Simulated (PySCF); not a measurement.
C4, SMILES [C]1[C+]2[C][C-]12 (connectivity only; charge and spin as stated), neutral, multiplicity 1.

Coordinates come from a B3LYP-D3(BJ)/def2-TZVP optimisation.

Computed with TDA-PBE0/def2-SVPD (PySCF).

Vertical excitations. The molecule is in vacuum. State labels are in the subgroup D2h.

Computed lowest excited states:
```
state  symmetry  energy (eV)  λ (nm)      f                            main pairs
-----  --------  -----------  ------  -----  ------------------------------------
S1          B2g         1.98     627  0.000                        HOMO→LUMO 98 %
S2          B3u         2.07     598  0.018                      HOMO−1→LUMO 99 %
S3           Au         3.89     319  0.000                   HOMO−1→LUMO+1 100 %
S4          B1g         4.16     298  0.000                      HOMO→LUMO+1 95 %
S5          B1g         5.28     235  0.000                      HOMO−3→LUMO 95 %
S6          B2g         5.52     224  0.000                      HOMO−2→LUMO 96 %
S7          B3g         5.79     214  0.000                   HOMO−1→LUMO+2 100 %
S8          B2u         6.77     183  0.149  HOMO→LUMO+2 76 %, HOMO−4→LUMO+1 22 %
S9          B1g         7.02     177  0.000                    HOMO−2→LUMO+1 99 %
S10         B2g         7.25     171  0.000                    HOMO−3→LUMO+1 93 %
T1          B3u         0.63    1966      0                      HOMO−1→LUMO 97 %
T2          B2g         1.12    1105      0                        HOMO→LUMO 93 %
T3          B1g         2.67     464      0                      HOMO→LUMO+1 97 %
T4           Au         3.78     328      0                   HOMO−1→LUMO+1 100 %
```
Triplets are in the Tamm–Dancoff approximation.
